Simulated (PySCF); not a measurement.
CH₅AlO₂S (SMILES C[S][Al]([OH])[OH]), singlet, at a GFN2-xTB geometry (such geometries of metal compounds can be far from the true shape), with bond 8-7 at 1.8 times its length.

Here is a job for PySCF.
```python
from pyscf import gto, scf, mcscf, mp
import numpy

mol = gto.M(
    atom='''
Al    0.167007    0.709818    0.472184
O     1.059395    2.071508    0.273205
H     1.615856    2.781194   -0.006966
O    -0.754910    0.272842    1.763554
H    -1.206508    0.234812    2.593208
S     0.212878   -0.712302   -1.208691
C    -0.867875   -2.088662   -0.662322
H    -1.581307   -1.729231    1.118069
H    -0.273742   -2.997100   -0.652946
H    -1.677144   -2.183553   -1.379554
''',
    basis='6-31g',
    charge=0,
    spin=0,
    verbose=4,
)

mf = scf.RHF(mol)
mf.kernel()
mc = mcscf.CASSCF(mf, 5, 4)
mc.fix_spin_(ss=0.0)
noons, natorbs = mcscf.addons.make_natural_orbitals(mp.MP2(mf).run())
mc.kernel(natorbs)
occ = numpy.linalg.eigvalsh(mc.fcisolver.make_rdm1(mc.ci, mc.ncas, mc.nelecas))[::-1]
ss = mc.fcisolver.spin_square(mc.ci, mc.ncas, mc.nelecas)[0]
print('natural occupations', occ.round(4), ' <S^2>', round(ss, 4))
```

**Question.** Give the SCF-reference HOMO energy at the level CASSCF(4,5)/6-31G run with PySCF.

**Answer.** -9.31 eV

**Question.** What total energy does CASSCF(4,5)/6-31G give?

**Answer.** -829.883935 Ha

**Question.** Estimate the SCF-reference dipole moment that CASSCF(4,5)/6-31G returns for this input.

**Answer.** 2.40 D

**Question.** Estimate the SCF-reference Mulliken (on the basis functions themselves) charges in atom order that CASSCF(4,5)/6-31G returns for this input.

**Answer.** Al1 1.76, O2 -1.14, H3 0.47, O4 -1.13, H5 0.47, S6 -0.30, C7 -0.55, H8 0.03, H9 0.20, H10 0.20

**Question.** Give the natural occupations of the active orbitals at the level CASSCF(4,5)/6-31G.

**Answer.** 1.97, 1.81, 0.19, 0.03, 0.00

**Question.** Give the nuclear repulsion energy at the level CASSCF(4,5)/6-31G.

**Answer.** 276.4729 Eh
